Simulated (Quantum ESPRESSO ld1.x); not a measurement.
Rh, configuration [Kr] 4d8 5s1. All-electron calculation, non-relativistic Kohn-Sham, LDA (Slater exchange, VWN5 correlation), spin-unpolarised, spherical densities, point nucleus; relativity is left out, which matters for an element this heavy. Program: ld1.x of Quantum ESPRESSO 7.5.

Radial electron density D(r) = 4 pi r^2 rho(r):

| r (bohr) | D(r) (e/bohr) |
|---|---|
| 0.004175 | 9.572 |
| 0.004822 | 12.05 |
| 0.005568 | 15.03 |
| 0.006482 | 18.76 |
| 0.007486 | 22.87 |
| 0.008646 | 27.50 |
| 0.01007 | 32.84 |
| 0.01162 | 38.14 |
| 0.01342 | 43.38 |
| 0.01563 | 48.44 |
| 0.01805 | 52.35 |
| 0.02084 | 54.98 |
| 0.02427 | 56.03 |
| 0.02802 | 55.34 |
| 0.03237 | 53.34 |
| 0.03768 | 50.63 |
| 0.04351 | 48.67 |
| 0.05025 | 48.49 |
| 0.0585 | 51.13 |
| 0.06757 | 56.26 |
| 0.07803 | 62.74 |
| 0.09084 | 68.64 |
| 0.1049 | 70.84 |
| 0.1212 | 68.33 |
| 0.1399 | 61.73 |
| 0.1629 | 53.39 |
| 0.1881 | 48.05 |
| 0.2173 | 47.61 |
| 0.2529 | 51.58 |
| 0.2921 | 55.52 |
| 0.3373 | 55.05 |
| 0.3927 | 47.59 |
| 0.4535 | 35.96 |
| 0.5238 | 24.42 |
| 0.6098 | 16.62 |
| 0.7042 | 14.33 |
| 0.8133 | 14.96 |
| 0.9468 | 15.63 |
| 1.093 | 14.55 |
| 1.263 | 11.90 |
| 1.47 | 8.527 |
| 1.698 | 5.732 |
| 1.961 | 3.699 |
| 2.283 | 2.307 |
| 2.636 | 1.482 |
| 3.045 | 0.9494 |
| 3.516 | 0.5927 |
| 4.093 | 0.3406 |
| 4.727 | 0.1857 |
| 5.459 | 0.09099 |
| 6.356 | 0.03709 |
| 7.34 | 0.01345 |
| 8.477 | 0.004044 |
| 9.868 | 0.0009018 |
| 11.4 | 0.0001695 |

D(r) has 4 maxima, at r = 0.0245, 0.105, 0.311, 0.939 bohr, and minima at 0.0475, 0.204, 0.716 bohr, inside which lie 2.04, 11.21, 29.05 electrons.
